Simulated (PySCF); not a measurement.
# As (arsenic, neutral) across methods

[Ar] 3d10 4s2 4p2 4d1, one real determinant (an excited configuration). Calculation: PySCF 2.14, in aug-cc-pVTZ-PP with ECP10MDF (6s5p4d2f, 55 functions); scalar relativity through the core potential.

```csv
method,E (hartree),mean ε 4s β (eV),mean ε 4p α (eV),mean ε 4d α (eV),Σ⟨r²⟩ (bohr²),⟨S²⟩
UHF,-330.89032,-19.341,-12.682,-0.770,55.34,3.755
B3LYP,-332.1659,-17.354,-9.077,0.089,54.45,3.751
PBE,-332.1145,-16.149,-8.195,0.313,54.32,3.751
PBE0,-332.0758,-17.247,-9.472,-0.051,54.32,3.752
r2SCAN,-331.9833,-16.436,-8.674,0.389,54.26,3.752
HSE06,-332.0710,-16.990,-9.051,0.276,54.40,3.751
BLYP,-332.0848,-16.324,-7.895,0.504,54.54,3.751
LDA,-331.5994,-16.579,-8.241,0.401,54.04,3.750
M06,-332.2004,-17.891,-9.192,0.159,54.29,3.751
```

⟨L²⟩ = 8.01 against 12 for a pure F term, so this real determinant mixes terms. Energies and moments cover only the electrons outside the core potential. The outer electron is Rydberg-like, and this basis confines it to a smaller radius and binds it less than a complete one would.

The highest occupied level is positive at B3LYP, PBE, r2SCAN, HSE06, BLYP, LDA, M06: only the finite basis holds that electron, which in a density functional comes from self-interaction.
